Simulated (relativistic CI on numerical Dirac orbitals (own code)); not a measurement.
Slater and spin-orbit integrals, Er35+

Method of calculation: Dirac-Coulomb-Breit CI, separate exchange-only KLI orbitals for each configuration, QED by a radiative potential, unscaled Slater integrals (own radial code, finite nucleus).

Slater integrals F^k, G^k are unscaled and averaged over j, outside the closed core [Ar] 3d10; ζ comes from projecting the Hamiltonian with its Breit term on Σ l·s of the shell.

- 4s2.4p3: F^2(4p,4p) = 221040, ζ(4p) = 325830 cm⁻¹; <r>(4p) = 0.4626, <r^2>(4p) = 0.2421 (bohr units).
- 4s.4p4: F^2(4p,4p) = 220990, G^1(4s,4p) = 289160, ζ(4p) = 325610 cm⁻¹; <r>(4s) = 0.4521, <r^2>(4s) = 0.2297, <r>(4p) = 0.4627, <r^2>(4p) = 0.2422 (bohr units).
- 4s2.4p2.4d: F^2(4p,4p) = 220970, ζ(4p) = 326330, F^2(4p,4d) = 217420, G^1(4p,4d) = 269300, G^3(4p,4d) = 172920, ζ(4d) = 40772 cm⁻¹; <r>(4p) = 0.4628, <r^2>(4p) = 0.2422, <r>(4d) = 0.4622, <r^2>(4d) = 0.2441 (bohr units).

Averages of the first 10 configurations, taken without configuration mixing, which lowers the lowest level and can move excited configurations by several eV; other configurations of the list can lie among them:

```
Configuration  Parity  States  Average energy above the lowest level (eV)
      4s2.4p3     odd      20                                        63.9
       4s.4p4    even      30                                       193.5
   4s2.4p2.4d    even     150                                       229.5
          4p5     odd       6                                       332.9
    4s.4p3.4d     odd     400                                       354.8
   4s2.4p2.4f     odd     210                                       390.0
    4s.4p3.4f    even     560                                       515.5
       4p4.4d    even     150                                       489.9
   4s.4p2.4d2    even    1350                                       518.9
 4s2.4p.4d.4f    even     840                                       556.2
```
